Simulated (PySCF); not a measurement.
Spinor energies of Pd (palladium, neutral)

Start: [Kr] 4d10. Calculated with PySCF 2.14 in x2c-SVPall-2c with one added diffuse shell each of s, p, d type (7s9p7d1f, 76 functions): generalised Hartree-Fock with the X2C-1e Hamiltonian and a Gaussian nucleus; one run each with spin-orbit coupling (SO) switched off, then screened by Boettger's factors. This is a chosen level, not necessarily the ground level.

```json
{"spinor shell": "1s1/2", "electrons": "2", "ε, spin-free (eV)": "-24471.2", "ε, screened SO (eV)": "-24469.5", "weight of nominal j (screened SO)": "1.000", "rms radius, screened SO (bohr)": "0.0366"}
{"spinor shell": "2s1/2", "electrons": "2", "ε, spin-free (eV)": "-3655.2", "ε, screened SO (eV)": "-3654.8", "weight of nominal j (screened SO)": "1.000", "rms radius, screened SO (bohr)": "0.150"}
{"spinor shell": "2p1/2", "electrons": "2", "ε, spin-free (eV)": "-3271.1", "ε, screened SO (eV)": "-3381.6", "weight of nominal j (screened SO)": "1.000", "rms radius, screened SO (bohr)": "0.130"}
{"spinor shell": "2p3/2", "electrons": "4", "ε, spin-free (eV)": "-3271.1", "ε, screened SO (eV)": "-3220.0", "weight of nominal j (screened SO)": "1.000", "rms radius, screened SO (bohr)": "0.135"}
{"spinor shell": "3s1/2", "electrons": "2", "ε, spin-free (eV)": "-694.32", "ε, screened SO (eV)": "-694.22", "weight of nominal j (screened SO)": "1.000", "rms radius, screened SO (bohr)": "0.403"}
{"spinor shell": "3p1/2", "electrons": "2", "ε, spin-free (eV)": "-564.65", "ε, screened SO (eV)": "-584.58", "weight of nominal j (screened SO)": "1.000", "rms radius, screened SO (bohr)": "0.399"}
{"spinor shell": "3p3/2", "electrons": "4", "ε, spin-free (eV)": "-564.65", "ε, screened SO (eV)": "-555.37", "weight of nominal j (screened SO)": "1.000", "rms radius, screened SO (bohr)": "0.410"}
{"spinor shell": "3d3/2", "electrons": "4", "ε, spin-free (eV)": "-358.93", "ε, screened SO (eV)": "-362.29", "weight of nominal j (screened SO)": "1.000", "rms radius, screened SO (bohr)": "0.387"}
{"spinor shell": "3d5/2", "electrons": "6", "ε, spin-free (eV)": "-358.93", "ε, screened SO (eV)": "-356.62", "weight of nominal j (screened SO)": "1.000", "rms radius, screened SO (bohr)": "0.390"}
{"spinor shell": "4s1/2", "electrons": "2", "ε, spin-free (eV)": "-104.45", "ε, screened SO (eV)": "-104.44", "weight of nominal j (screened SO)": "1.000", "rms radius, screened SO (bohr)": "1.02"}
{"spinor shell": "4p1/2", "electrons": "2", "ε, spin-free (eV)": "-65.290", "ε, screened SO (eV)": "-68.553", "weight of nominal j (screened SO)": "1.000", "rms radius, screened SO (bohr)": "1.11"}
{"spinor shell": "4p3/2", "electrons": "4", "ε, spin-free (eV)": "-65.290", "ε, screened SO (eV)": "-63.787", "weight of nominal j (screened SO)": "1.000", "rms radius, screened SO (bohr)": "1.14"}
{"spinor shell": "4d3/2", "electrons": "4", "ε, spin-free (eV)": "-8.938", "ε, screened SO (eV)": "-9.290", "weight of nominal j (screened SO)": "1.000", "rms radius, screened SO (bohr)": "1.71"}
{"spinor shell": "4d5/2", "electrons": "6", "ε, spin-free (eV)": "-8.938", "ε, screened SO (eV)": "-8.714", "weight of nominal j (screened SO)": "1.000", "rms radius, screened SO (bohr)": "1.76"}
```

```
   quantity    spin-free  screened SO
E (hartree)  -5041.87362  -5042.70190
        M_J            0            0
       ⟨J²⟩        0.000        0.000
       ⟨L²⟩        0.000        0.015
       ⟨S²⟩        0.000        0.015
```

Breit and QED terms are absent; they matter most for the inner s and p1/2 levels.

Densities and radii are taken from the X2C orbitals without a picture-change correction, which distorts them close to the nucleus.

Without spin-orbit coupling the j labels of p, d and f shells carry no meaning; the spin-free column gives the mean over the occupied spinors of each nl shell.
